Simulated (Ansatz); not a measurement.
Other settings, tried on Ge(OEt)H3 (C₂H₈GeO).

```yaml
crystal:
  periodic: [false, false, false]
  atoms:
    - {symbol: Ge, position_ang: [0.831346, -0.083497, -1.969104]}
    - {symbol: O, position_ang: [0.727776, -0.033484, -0.186991]}
    - {symbol: C, position_ang: [-0.549908, 0.044733, 0.418206]}
    - {symbol: C, position_ang: [-0.373600, 0.052973, 1.921622]}
    - {symbol: H, position_ang: [-1.085470, 0.963237, 0.094550]}
    - {symbol: H, position_ang: [-1.184933, -0.816049, 0.116398]}
    - {symbol: H, position_ang: [-1.347380, 0.114614, 2.431840]}
    - {symbol: H, position_ang: [0.138893, -0.864428, 2.249429]}
    - {symbol: H, position_ang: [0.240073, 0.914000, 2.227840]}
    - {symbol: H, position_ang: [2.329247, -0.162875, -2.265853]}
    - {symbol: H, position_ang: [0.197133, 1.194708, -2.551760]}
    - {symbol: H, position_ang: [0.076814, -1.323942, -2.486177]}
basis:
  gaussian: {orbitals: def2-mTZVPP}
hamiltonian: {xc: {name: B97M-V}}
scf: {omitted_lower_state_checks: [starts]}
output: {forces: true}
```

```sh
$ ansatz run in.yaml --threads 4 --pin off --events-out ev --progress --plain --max-ram 3916MiB
```

Shortened log:

```
Functional definition: B97M-V
1326 factors; their error is unknown
mean field evaluation 1: about -60751.3796 eV, gradient 6.6e1 eV
mean field evaluation 2: about -60717.3123 eV, gradient 1.4e2 eV
mean field evaluation 4: about -60759.9951 eV, gradient 1.0e1 eV
mean field evaluation 8: about -60760.2057 eV, gradient 1.8e-1 eV
mean field evaluation 16: about -60760.1728 eV, gradient 1.2e-4 eV
mean field -60760.17279329 eV, -2232.8951654292 hartree, gradient 1.6e-5 eV, S^2 0.000000; 0 other end points of the search recorded, 0 dependent functions left out
reference -60760.17284694 eV, -2232.8951674009 hartree; 30, 30 occupied and 108, 108 virtual orbitals, 1326 factors
Total energy: -60760.17284694 eV, -2232.8951674009 hartree
Atom 0 at     0.831346    -0.083497    -1.969104 Å, force    -0.053325     0.004895     0.117961 eV/Å
Atom 1 at     0.727776    -0.033484    -0.186991 Å, force     0.025137    -0.002763    -0.035207 eV/Å
Atom 2 at    -0.549908     0.044733     0.418206 Å, force    -0.531153     0.029489    -0.082931 eV/Å
Atom 3 at    -0.373600     0.052973     1.921622 Å, force     0.125381    -0.004955     0.178890 eV/Å
Atom 4 at    -1.085470     0.963237     0.094550 Å, force     0.250202    -0.370714     0.123304 eV/Å
Atom 5 at    -1.184933    -0.816049     0.116398 Å, force     0.289646     0.341480     0.114536 eV/Å
Atom 6 at    -1.347380     0.114614     2.431840 Å, force     0.389757    -0.024772    -0.218237 eV/Å
Atom 7 at     0.138893    -0.864428     2.249429 Å, force    -0.222404     0.379913    -0.118514 eV/Å
Atom 8 at     0.240073     0.914000     2.227840 Å, force    -0.264203    -0.354712    -0.110250 eV/Å
Atom 9 at     2.329247    -0.162875    -2.265853 Å, force    -0.030460     0.002115     0.006134 eV/Å
Atom 10 at     0.197133     1.194708    -2.551760 Å, force     0.009438    -0.036847     0.013571 eV/Å
Atom 11 at     0.076814    -1.323942    -2.486177 Å, force     0.011984     0.036870     0.010742 eV/Å
Dipole moment:    -0.180517     0.005624    -0.120751 e Å
Checks for a lower state left out: starts
```

Hardware: 4 threads of Intel Xeon on a shared host. Wall time 12 s.
